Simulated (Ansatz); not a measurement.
All numbers were calculated with Ansatz.

A structure relaxed at PBE0-D4/def2-TZVP, charge 0, multiplicity 1:

```xyz
10

C     1.196   -2.303   -0.042
Zn    0.752   -0.487   -0.578
Te    0.188    1.837   -1.271
C    -1.313    2.177    0.248
H     1.736   -2.305    0.908
H     0.291   -2.903    0.072
H     1.828   -2.777   -0.797
H    -1.679    3.188    0.085
H    -2.130    1.469    0.135
H    -0.870    2.104    1.238
```

(1) Give its formula and SMILES.

(2) Summarise the bond lengths by kind.

Results:

(1) C2H6TeZn, `[CH3][Zn][Te]C`.

(2) 1 × C–Zn 1.946 Å; 6 × C–H 1.087 to 1.092 Å; 1 × Te–Zn 2.489 Å; 1 × C–Te 2.162 Å.
